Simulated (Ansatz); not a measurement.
Computed with frozen-core CCSD(T)/cc-pVTZ // M06-2X/def2-TZVP run with Ansatz (a program for electronic structure).

Ansatz 0.2 input:
```yaml
crystal:
  periodic: [false, false, false]
  atoms:
    - { symbol: B, position_ang: [0.984083, -0.133285, -0.092161] }
    - { symbol: C, position_ang: [-0.596334, 0.110939, -0.061822] }
    - { symbol: F, position_ang: [-1.020943, -0.291467, 1.157703] }
    - { symbol: F, position_ang: [-0.962546, 1.39233, -0.20409] }
    - { symbol: F, position_ang: [-1.289397, -0.589479, -0.970142] }
    - { symbol: H, position_ang: [1.684311, 0.721885, 0.326419] }
    - { symbol: H, position_ang: [1.38463, -1.176485, -0.476586] }
basis:
  gaussian: { orbitals: cc-pVTZ }
correlation:
  method: ccsd_t
```

Output:

```
Functional definition: HF
1083 factors; integrals over basis functions are off by at most 1.1e-3 eV
mean field evaluation 1: about -9851.4332 eV, gradient 4.0e1 eV
mean field evaluation 2: about -9851.5894 eV, gradient 4.0e1 eV
mean field evaluation 4: about -9854.5977 eV, gradient 3.3e0 eV
mean field evaluation 8: about -9854.6424 eV, gradient 2.1e-1 eV
mean field evaluation 16: about -9853.6461 eV, gradient 2.4e1 eV
mean field -9854.64257021 eV, -362.1514347386 hartree, gradient 2.4e-6 eV, S^2 0.000000; 0 other end points of the search recorded, 0 dependent functions left out
5 core orbitals not correlated
reference -9854.64257021 eV, -362.1514347386 hartree; 15, 15 occupied and 158, 158 virtual orbitals, 1083 factors
second order -27.27365843 eV of doubles, -0.00000000 eV of singles
cycle   1  -27.05555074 eV  change    2.2e-1 eV  update   1.0e-1
cycle   2  -27.63111434 eV  change   -5.8e-1 eV  update   3.0e-2
cycle   3  -27.76273471 eV  change   -1.3e-1 eV  update   1.6e-2
cycle   4  -27.74250338 eV  change    2.0e-2 eV  update   3.6e-3
cycle   5  -27.74001215 eV  change    2.5e-3 eV  update   2.1e-3
cycle   6  -27.74218628 eV  change   -2.2e-3 eV  update   7.4e-4
cycle   7  -27.74204404 eV  change    1.4e-4 eV  update   2.8e-4
cycle   8  -27.74185064 eV  change    1.9e-4 eV  update   9.0e-5
cycle   9  -27.74189477 eV  change   -4.4e-5 eV  update   3.2e-5
cycle  10  -27.74191495 eV  change   -2.0e-5 eV  update   1.2e-5
perturbative correction -0.88184039 eV, -0.0324070366 hartree
Total energy: -9883.26632555 eV, -363.2033383454 hartree
```

Cost: about 2.1 core-minutes (a rough figure).
